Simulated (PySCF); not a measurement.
A structure optimised at PBE-D3(BJ)/def2-SVP, used in a PySCF frequency run:

```xyz
14

C     -2.6695     0.0071     0.2200
O     -1.5423     0.7281    -0.2404
B     -0.2774     0.2615    -0.0966
C      0.3161    -1.0666     0.5620
O      1.6713    -1.0297     0.0806
C      1.9811     0.3148    -0.1857
O      0.7877     1.0005    -0.5580
H     -3.1631     0.5657     1.0432
H     -2.4088    -1.0081     0.5908
H     -3.4005    -0.1003    -0.6082
H      0.2757    -1.0461     1.6824
H     -0.1432    -2.0251     0.2418
H      2.4094     0.8306     0.7137
H      2.7182     0.3534    -1.0165
```

Problem. Write its SMILES and formula.

Solution. COB1COCO1, C3H7BO3

Problem. What are its rotational constants (standard atomic weights)?

Solution. 6.4919, 1.8176, 1.4701 GHz
